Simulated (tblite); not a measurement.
Species: C6H9NP (charge +1).
Atom-mapped SMILES: `[NH2:1][PH2+:2][c:3]1[cH:4][cH:5][cH:6][cH:7][cH:8]1` (hydrogens: H9, H10 on N1; H11, H12 on P2; H13 on C4; H14 on C5; H15 on C6; H16 on C7; H17 on C8)

Structure used (GFN2-xTB), in Å, numbered top down from 1:
```xyz
17
C6H9NP angstrom
N      2.767    0.776   -0.041
P      1.888   -0.551   -0.415
C      0.158   -0.243   -0.108
C     -0.670   -1.296    0.285
C     -2.016   -1.057    0.487
C     -2.533    0.217    0.298
C     -1.707    1.262   -0.094
C     -0.359    1.040   -0.303
H      2.605    1.212    0.862
H      3.744    0.806   -0.311
H      2.259   -1.718    0.237
H      2.192   -0.780   -1.739
H     -0.260   -2.286    0.434
H     -2.664   -1.863    0.793
H     -3.585    0.396    0.456
H     -2.116    2.250   -0.238
H      0.289    1.846   -0.614
```

Computed with GFN2-xTB (tblite): harmonic, unscaled wavenumbers at the GFN2-xTB geometry, gas phase. Against measured fundamentals such values can be off by several per cent, at times by over 20. Modes of hydrogen on phosphorus can be 10 to 20 % off. One conformer, not necessarily the lowest.

Harmonic wavenumbers (cm⁻¹): 41.4, 124.6, 172.0, 265.9, 312.2, 361.0, 384.0, 422.5, 564.8, 581.5, 607.6, 647.7, 696.8, 734.4, 766.0, 825.9, 864.1, 907.6, 927.9, 932.0, 942.6, 950.7, 987.9, 1043.9, 1071.3, 1111.6, 1112.9, 1176.1, 1185.6, 1256.8, 1326.6, 1398.0, 1413.9, 1429.7, 1565.6, 1566.5, 2329.9, 2417.8, 3069.5, 3080.8, 3102.5, 3109.2, 3115.5, 3349.2, 3379.6.

A = 4279, B = 1110, C = 911.4 MHz; mass 126.047 u (most abundant isotopes); point group C1, symmetry number 1.

Problem. Zero-point energy?

Solution. ½Σν̃ = 28817 cm⁻¹ = 82.39 kcal/mol.

Problem. Entropy at 273.15 K, 1 bar (ideal gas, RRHO, classical rotation)?

Solution. Translation 40.00, rotation 28.44, vibration 18.62: S = 87.1 cal/(mol K).

Problem. And Cp and H(273.15 K) − H(0)?

Solution. Cp = 31.55 cal/(mol K), of which vibrations give 23.60 (their classical limit is 45 R = 89.4); H(273.15 K) − H(0) = 5.02 kcal/mol without the zero-point energy, 2.85 from vibrations.

Problem. How do the functions run with temperature in this model?

Solution. 
| T (K) | S (cal/(mol K)) | Cp (cal/(mol K)) | H − H(0) (kcal/mol) | G − H(0) (kcal/mol) | ln q(vib) |
| --- | --- | --- | --- | --- | --- |
| 50 | 57.0 | 10.9 | 0.46 | -2.39 | 0.40 |
| 100 | 65.7 | 14.6 | 1.10 | -5.47 | 1.12 |
| 298.15 | 89.9 | 34.2 | 5.84 | -20.97 | 4.61 |
| 373.15 | 98.4 | 41.8 | 8.70 | -28.04 | 6.12 |
| 500 | 112.2 | 52.3 | 14.70 | -41.41 | 8.82 |
| 750 | 136.3 | 66.1 | 29.65 | -72.55 | 14.20 |
| 1000 | 156.5 | 74.6 | 47.31 | -109.22 | 19.33 |

q(vib) and H(0) count from the zero-point level.

Problem. What must be added to the electronic energy to get the Gibbs energy at 273.15 K and 1 bar?

Solution. ZPE + [H(273.15 K) − H(0)] − T·S = 82.39 + 5.02 − 23.78 = 63.63 kcal/mol.

Problem. Which modes carry the vibrational entropy at 273.15 K?

Solution. 41.4 cm⁻¹: 5.02; 124.6 cm⁻¹: 2.86; 172.0 cm⁻¹: 2.25; 265.9 cm⁻¹: 1.47; 312.2 cm⁻¹: 1.21; 361.0 cm⁻¹: 0.98 cal/(mol K); the other 39 give 4.82 together.

Problem. Blend soft modes into free rotors: weight 1/[1 + (100 cm⁻¹/ν̃)⁴] for the oscillator and the rest for a rotor with moment μB/(μ + B), μ = h/(8π²ν), B = 10⁻⁴⁴ kg m². What vibrational entropy results?

Solution. 17.21 cal/(mol K) in place of 18.62, which changes −T·S at 273.15 K by +0.38 kcal/mol.

Hindered rotation and anharmonicity are outside this model. Other conformers, if any are populated, would add a mixing term that is left out. The structure is chiral; the term R ln 2 for an equal mix with its mirror image is left out.
